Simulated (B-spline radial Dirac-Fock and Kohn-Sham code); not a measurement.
## Tl¹⁶⁺: eigenvalues, ΔSCF and the reference

System: the Tl¹⁶⁺ ion, [Kr] 4d10 4f14 5s2 5p3.

The density-functional columns are spherical, spin-unpolarised Dirac-Kohn-Sham results without Breit or QED terms: −ε is minus the orbital energy of the initial state and ΔSCF the difference of two total energies. The reference in the last column comes from Dirac-Fock (average of configuration) total-energy differences with a finite nucleus, the Breit interaction including its frequency dependence, and self-energy and vacuum-polarisation corrections. All numbers are from a radial finite-basis atomic code, in eV; a selection of levels is shown. The Kohn-Sham columns are given as differences from the reference. For the 1s level of heavy atoms much of the gap between ΔSCF and the reference is the Breit and QED part, -473.8 eV here; for other levels the error of the functional can be larger.

| level | LDA −ε − DF | LDA ΔSCF − DF | Dirac-Fock |
| --- | --- | --- | --- |
| 1s | -177.4 | +463.3 | 85891.2 |
| 2s | -180.8 | -53.8 | 15715.3 |
| 2p1/2 | -124.6 | +37.4 | 15061.4 |
| 2p3/2 | -146.0 | -10.2 | 13019.0 |
| 3s | -104.0 | -60.6 | 4067.3 |
| 3p1/2 | -83.6 | -37.3 | 3775.3 |
| 3p3/2 | -83.7 | -41.6 | 3316.1 |
| 3d3/2 | -61.0 | -11.8 | 2841.8 |
| 3d5/2 | -62.7 | -15.1 | 2745.3 |
| 4s | -60.3 | -36.8 | 1201.1 |
| 4p3/2 | -50.7 | -28.4 | 961.4 |
| 4d3/2 | -37.5 | -15.3 | 755.3 |
| 4d5/2 | -37.5 | -15.6 | 734.1 |
| 4f5/2 | -19.8 | +1.8 | 466.2 |
| 4f7/2 | -20.0 | +1.4 | 461.6 |
| 5s | -10.9 | +2.8 | 450.2 |
| 5p | -9.5 | +3.2 | 387.0 |

Values without a named source are computed, but for edge energies of neutral atoms, which are taken from tables.
